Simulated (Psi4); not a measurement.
Extrapolating along a basis family

System: H3FS3Si, singlet, at a GFN2-xTB geometry. Level: MP2/cc-pV(D+d)Z in Psi4 1.11. Sums are taken with unrounded values, so a last digit can differ.

Psi4 was given this input:
```
memory 2 GB

molecule mol {
0 1
  F    -1.406452    1.099719    0.395838
  Si   -0.161827    0.126261    0.045747
  S    -0.984972   -1.804090   -0.360291
  S     0.811762    0.959420   -1.664809
  S     1.113347    0.109004    1.760887
  H    -1.413450   -2.016693    0.874795
  H    -0.198692    0.749895   -2.494979
  H     1.493616    1.372322    1.644592
}

set basis cc-pv(d+d)z
set reference rhf
set freeze_core true

energy('mp2')
print_variables()
```

The same job in three bases:

| basis | X | SCF energy (Eh) | MP2 correlation (Eh) |
|---|---|---|---|
| cc-pV(D+d)Z | 2 | -1582.892805 | -0.681451 |
| cc-pV(T+d)Z | 3 | -1582.995082 | -0.895831 |
| cc-pV(Q+d)Z | 4 | -1583.018889 | -0.976665 |

Problem. Estimate the basis-set limit of both parts.

Solution. For E(X) = E∞ + A exp(-bX) three points give E∞ = E3 - (E3 - E2)²/(E1 + E3 - 2 E2) = -1583.018889 - (-0.023807)²/(0.078469) = -1583.02611 Eh, so the largest basis still lies 7.2 mEh above this estimate. The second step gains 0.23 of the first. Correlation goes as X⁻³: E∞ = (Y³E_Y - X³E_X)/(Y³ - X³) gives -0.98610 Eh from X = 2, 3 and -1.03565 Eh from X = 3, 4. Against the latter the three bases hold 66, 86, 94 % of the correlation energy: it converges far more slowly than the SCF part. The exponential form is used since the steps shrink steadily here. These limits are estimates from the fitted forms, not computed values.
